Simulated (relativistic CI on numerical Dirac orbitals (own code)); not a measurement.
**Hyperfine structure of As XXVIII, mass number 75**

Calculated at this level of theory: Dirac-Coulomb-Breit CI, KLI orbitals optimised for each configuration, model QED, unscaled Slater integrals (own radial code, finite nucleus).

Configurations in the expansion (outside the closed core 1s2): 2s2.2p2, 2s.2p3, 2p4, 2p3.3s, 2p3.3p, 2p3.3d, 2s2.2p.3s, 2s2.2p.3p, 2s2.2p.3d, 2s.2p2.3s, 2s.2p2.3p, 2s.2p2.3d, 2s2.2p.4s, 2s2.2p.4p, 2s2.2p.4d, 2s2.2p.4f. Levels of other configurations are missing.

Nuclear spin I = 3/2, μ = 1.4383 μN, Q = 0.311 b (tables of Stone and Pyykkö). The electronic factors are computed for point nuclear moments, without core polarisation or the Bohr-Weisskopf and QED corrections.

```json
{"Level": "2s2.2p2 3P_1", "E (eV)": "31.817", "A (GHz)": "-5.996", "B (GHz)": "18"}
{"Level": "2s2.2p2 3P_2", "E (eV)": "40.864", "A (GHz)": "119.7", "B (GHz)": "11.8"}
{"Level": "2s2.2p2 1D_2", "E (eV)": "79.636", "A (GHz)": "69.66", "B (GHz)": "24"}
{"Level": "2s.2p3 5S°_2", "E (eV)": "112.807", "A (GHz)": "274.6", "B (GHz)": "6.13"}
{"Level": "2s.2p3 3D°_1", "E (eV)": "156.250", "A (GHz)": "-133.4", "B (GHz)": "32.8"}
{"Level": "2s.2p3 3D°_2", "E (eV)": "162.394", "A (GHz)": "223.1", "B (GHz)": "47.3"}
{"Level": "2s.2p3 3D°_3", "E (eV)": "174.131", "A (GHz)": "270.4", "B (GHz)": "-0.173"}
{"Level": "2s.2p3 3P°_1", "E (eV)": "197.231", "A (GHz)": "217.1", "B (GHz)": "-33.8"}
```

Levels with J = 0, under 50 % of one LS term, or S terms without an open s electron are left out. Small factors come from cancelling terms and can be off by tens of per cent or more.

At this charge energies of transitions that change n are usually good to better than 1 %, and those within a shell (Δn = 0) to a few per cent.

Task: Give the hyperfine levels of 2s2.2p2 3P_2 relative to its centre of gravity.

Result: With K = F(F + 1) − I(I + 1) − J(J + 1), E = AK/2 + B[¾K(K + 1) − I(I + 1)J(J + 1)]/[2I(2I − 1)J(2J − 1)]: F = 1/2: -528.5, F = 3/2: -359.2, F = 5/2: -67.21, F = 7/2: 362.1 GHz.

LS names give the leading component of a level, which can be under half, so a name can repeat, a term be missing and a line seem to break the LS rules.
